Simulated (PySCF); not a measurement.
# Electron correlation in Cd (cadmium, neutral)

[Kr] 4d10 5s1 5p1, high-spin 3P determinant (an excited configuration). All numbers are calculated (PySCF 2.14, the spin-free X2C one-electron Hamiltonian (Gaussian nucleus), in x2c-TZVPPall with one added diffuse shell each of s, p, d, f type (9s7p7d3f1g, 95 functions)). Frozen: [Ar] 3d10; 20 electrons correlated.

```json
{"level": "CCSD", "correlation energy (mhartree)": "-643.77"}
{"level": "(T)", "correlation energy (mhartree)": "-16.60"}
{"level": "CCSD(T)", "correlation energy (mhartree)": "-660.37"}
```

Diagnostics: T1 = 0.011, D1 = 0.0560, largest double amplitude 0.021.

Is a single reference adequate?

Yes, within this model without spin-orbit coupling: T1 lies below 0.03 and no double amplitude reaches 0.07.

This basis was not built for core-valence correlation, so the inner-shell part is incomplete.
